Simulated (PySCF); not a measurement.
The dipole of `C=C[SiH]1CCC1` from its density and from atomic charges.

Coordinates (GFN2-xTB, Å) and charges (e) from the PBE0/pcSseg-1 density (PySCF):

```csv
atom,x,y,z,Mulliken,IAO,Hirshfeld,ESP-fitted
C1,3.065,-0.006,0.263,-0.1424,-0.2733,-0.0823,-0.2674
C2,1.844,0.041,-0.246,-0.4904,-0.4221,-0.1388,-0.4719
Si3,0.264,-0.143,0.754,+0.8550,+0.8867,+0.3689,+0.6476
C4,-1.101,1.164,0.447,-0.5375,-0.5520,-0.1687,-0.3944
C5,-2.100,0.066,0.030,-0.2087,-0.2495,-0.0722,+0.1158
C6,-1.155,-1.149,-0.048,-0.5392,-0.5512,-0.1684,-0.4059
H7,3.953,0.110,-0.340,+0.1175,+0.1494,+0.0483,+0.1595
H8,3.232,-0.166,1.316,+0.1152,+0.1448,+0.0449,+0.1530
H9,1.740,0.204,-1.313,+0.1302,+0.1520,+0.0439,+0.2213
H10,0.540,-0.445,2.163,-0.0841,-0.1281,-0.0789,-0.1323
H11,-0.891,1.859,-0.365,+0.1362,+0.1440,+0.0335,+0.0980
H12,-1.434,1.753,1.297,+0.1358,+0.1431,+0.0313,+0.0721
H13,-2.607,0.278,-0.911,+0.1222,+0.1341,+0.0354,+0.0044
H14,-2.861,-0.080,0.795,+0.1187,+0.1352,+0.0374,+0.0236
H15,-0.970,-1.458,-1.075,+0.1357,+0.1437,+0.0338,+0.1003
H16,-1.525,-2.020,0.488,+0.1359,+0.1432,+0.0313,+0.0761
```

Q: Form Σ q r in debye for every column and set it beside the full dipole.

A: The full density gives (0.49, 0.05, -0.23) D, 0.54 D in size; dipole vectors point from the negative to the positive end.

```tsv
scheme	μx	μy	μz	size (D)	share of the full size (%)	angle to the full dipole (°)
Mulliken	1.16	-0.29	1.42	1.86	344	77
IAO	1.02	-0.20	0.82	1.32	244	65
Hirshfeld	0.65	-0.06	0.19	0.68	127	43
ESP-fitted	0.46	0.04	-0.22	0.52	95	1
```

Q: Which set comes closest?

A: Length of the difference vector: ESP-fitted 0.02 D, Hirshfeld 0.47 D, IAO 1.20 D, Mulliken 1.82 D. Closest: ESP-fitted. ESP charges are fitted to the potential around the molecule, whose slowest-falling term is the dipole's. The schemes that divide the density aren't constrained to reproduce the dipole.

Q: What is left for the Hirshfeld atoms' own dipoles?

A: The shares of the density sum to the whole, so what Σ q r misses lies in dipoles about the nuclei. The atomic dipoles sum to (0.49, 0.05, -0.23) − (0.65, -0.06, 0.19) = (-0.16, 0.11, -0.42) D, 0.47 D in size.

Q: With the origin at the mean of the coordinates, (0.000, 0.001, 0.204) Å, which are the largest single terms, by size, of the Mulliken dipole along the direction of the full one?

A: C2 -4.37, C6 +2.68, C4 +2.55, H7 +2.14, C1 -1.87 D; all 16 atoms together +0.41 D. The single terms depend on the origin, their sum doesn't.

Q: Give the size of the full dipole in other units.

A: 0.54 D = 0.213 au = 0.113 e·Å = 1.80 × 10⁻³⁰ C·m.

Geometry: GFN2-xTB, one conformer, isolated molecule.

Shape of the structure used: `[CH2:1]=[CH:2][SiH:3]1[CH2:4][CH2:5][CH2:6]1`: C1–C2–Si3–C4 132°.
